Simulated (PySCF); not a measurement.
Compound: C7H8Te.
Structure used (PBE0-D3(BJ)/def2-SVP), in Å, numbered top down from 1:
```
atom  x, y, z in Å
C1     3.1387    0.3841   -0.2758
Te2    1.9990   -1.3213   -0.9072
C3     0.1052   -0.5921   -0.2912
C4    -1.0270   -1.3398   -0.6393
C5    -2.2944   -0.9139   -0.2512
C6    -2.4495    0.2622    0.4828
C7    -1.3240    1.0074    0.8268
C8    -0.0500    0.5854    0.4459
H9     2.7732    1.2879   -0.7793
H10    4.1775    0.1919   -0.5763
H11    3.0913    0.4950    0.8149
H12   -0.9257   -2.2602   -1.2216
H13   -3.1697   -1.5064   -0.5294
H14   -3.4449    0.5962    0.7840
H15   -1.4324    1.9308    1.4016
H16    0.8159    1.1850    0.7330
```

Computed, not measured: PySCF 2.14.0, PBE0-D3(BJ)/def2-SVP geometry optimisation, gas phase, def2 core potentials past Kr.

Take the most abundant isotopes and a rigid rotor. The values belong to one conformer with, in the numbering `[CH3:1][Te:2][c:3]1[cH:4][cH:5][cH:6][cH:7][cH:8]1`, C1–Te2–C3–C4 173°.

**Question.** What are A, B and C (MHz)?

**Answer.** Ia = 153.96, Ib = 738.94, Ic = 888.52 u·Å²; 505379 MHz·u·Å²/I gives A = 3283, B = 683.9, C = 568.8 MHz.

**Question.** What kind of rotor is it?

**Answer.** A near-prolate asymmetric top: κ = (2 × 683.9 − 3283 − 568.8)/(3283 − 568.8) = -0.92.

**Question.** What does the inertial defect say?

**Answer.** Not planar: Δ = Ic − Ia − Ib = -4.37 u·Å². For a rigid frame Δ = −2 Σ m c², so Σ m c² = 2.19 u·Å² lies off the ab plane: 1.76 from hydrogen and 0.42 from heavier atoms. The atom farthest from that plane is 1.04 Å away.

**Question.** Give the other two planar moments, Paa and Pbb, and the rms extents of the mass along the axes.

**Answer.** Paa = Σ m a² = (Ib + Ic − Ia)/2 = 736.75 and Pbb = Σ m b² = (Ia + Ic − Ib)/2 = 151.77 u·Å². With the mass M = 221.97 u, the rms extents √(P/M) along a, b and c are 1.82, 0.83, 0.10 Å.

**Question.** Predict some low-J microwave lines.

**Answer.** The dipole components are |μa| = 0.08 D, |μb| = 0.98 D, |μc| = 0.08 D. Intensities carry the squares of the components, which stand as 0.01 : 1.00 : 0.01 (a : b : c). Some lines, for components of 0.1 D or more:

```json
{"type": "b", "branch": "R", "J(Ka,Kc)": "4(0,4) ← 3(1,3)", "MHz": "2646", "lower level (cm⁻¹)": "0.328"}
{"type": "b", "branch": "Q", "J(Ka,Kc)": "1(1,0) ← 1(0,1)", "MHz": "2714", "lower level (cm⁻¹)": "0.042"}
{"type": "b", "branch": "Q", "J(Ka,Kc)": "2(1,1) ← 2(0,2)", "MHz": "2833", "lower level (cm⁻¹)": "0.125"}
{"type": "b", "branch": "Q", "J(Ka,Kc)": "4(1,3) ← 4(0,4)", "MHz": "3278", "lower level (cm⁻¹)": "0.416"}
{"type": "b", "branch": "R", "J(Ka,Kc)": "1(1,1) ← 0(0,0)", "MHz": "3851", "lower level (cm⁻¹)": "0.000"}
{"type": "b", "branch": "R", "J(Ka,Kc)": "4(1,4) ← 3(0,3)", "MHz": "7101", "lower level (cm⁻¹)": "0.250"}
{"type": "b", "branch": "Q", "J(Ka,Kc)": "2(2,0) ← 2(1,1)", "MHz": "7800", "lower level (cm⁻¹)": "0.220"}
{"type": "b", "branch": "Q", "J(Ka,Kc)": "2(2,1) ← 2(1,2)", "MHz": "8142", "lower level (cm⁻¹)": "0.208"}
{"type": "b", "branch": "Q", "J(Ka,Kc)": "3(2,2) ← 3(1,3)", "MHz": "8317", "lower level (cm⁻¹)": "0.328"}
{"type": "b", "branch": "Q", "J(Ka,Kc)": "4(2,3) ← 4(1,4)", "MHz": "8551", "lower level (cm⁻¹)": "0.487"}
{"type": "b", "branch": "R", "J(Ka,Kc)": "2(2,1) ← 1(1,0)", "MHz": "10417", "lower level (cm⁻¹)": "0.132"}
{"type": "b", "branch": "R", "J(Ka,Kc)": "2(2,0) ← 1(1,1)", "MHz": "10536", "lower level (cm⁻¹)": "0.128"}
{"type": "b", "branch": "R", "J(Ka,Kc)": "3(2,2) ← 2(1,1)", "MHz": "11554", "lower level (cm⁻¹)": "0.220"}
{"type": "b", "branch": "R", "J(Ka,Kc)": "3(2,1) ← 2(1,2)", "MHz": "11918", "lower level (cm⁻¹)": "0.208"}
{"type": "b", "branch": "R", "J(Ka,Kc)": "4(2,3) ← 3(1,2)", "MHz": "12634", "lower level (cm⁻¹)": "0.351"}
{"type": "b", "branch": "Q", "J(Ka,Kc)": "4(3,1) ← 4(2,2)", "MHz": "13238", "lower level (cm⁻¹)": "0.774"}
{"type": "b", "branch": "Q", "J(Ka,Kc)": "3(3,0) ← 3(2,1)", "MHz": "13265", "lower level (cm⁻¹)": "0.606"}
{"type": "b", "branch": "Q", "J(Ka,Kc)": "3(3,1) ← 3(2,2)", "MHz": "13284", "lower level (cm⁻¹)": "0.605"}
{"type": "b", "branch": "Q", "J(Ka,Kc)": "4(3,2) ← 4(2,3)", "MHz": "13294", "lower level (cm⁻¹)": "0.772"}
{"type": "b", "branch": "R", "J(Ka,Kc)": "3(3,1) ← 2(2,0)", "MHz": "17038", "lower level (cm⁻¹)": "0.480"}
{"type": "b", "branch": "R", "J(Ka,Kc)": "3(3,0) ← 2(2,1)", "MHz": "17042", "lower level (cm⁻¹)": "0.480"}
{"type": "b", "branch": "R", "J(Ka,Kc)": "4(3,2) ← 3(2,1)", "MHz": "18283", "lower level (cm⁻¹)": "0.606"}
{"type": "b", "branch": "Q", "J(Ka,Kc)": "4(4,0) ← 4(3,1)", "MHz": "18587", "lower level (cm⁻¹)": "1.216"}
{"type": "b", "branch": "R", "J(Ka,Kc)": "4(4,1) ← 3(3,0)", "MHz": "23605", "lower level (cm⁻¹)": "1.048"}
{"type": "b", "branch": "R", "J(Ka,Kc)": "4(4,0) ← 3(3,1)", "MHz": "23605", "lower level (cm⁻¹)": "1.048"}
```

PBE0-D3(BJ)/def2-SVP frequencies: not computed here. Constants of a rigid frame at the computed geometry: no zero-point averaging, no centrifugal distortion. A rigid rotor knows nothing of internal rotation, which can split or shift real lines.
